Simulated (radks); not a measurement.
Problem. These are the eigenvalues of the occupied orbitals of an atom or ion with whole-number occupations (Ry). Calculated with a radial shooting solver on a logarithmic mesh with Libxc functionals: non-relativistic Kohn-Sham, PBE, spin-polarised, spherical densities, point nucleus.

1s: -6425.192
2s: -1450.034
2p: -1419.887
3s: -613.4925

Which element is it, and in what charge state? The configuration may be excited. Open shells, if any, are filled with parallel spins first.

Solution. Z = 83, bismuth, charge +71: Bi71+ in [Ne] 3s2. The list shows which subshells hold electrons but not how many an open one holds; the 1s level, -3212.6 hartree, gives Z - s = 80.2 by -(Z - s)^2/2, which with screening narrows Z to a few neighbours, and the depths of the outer levels then fix element, charge and occupations together.
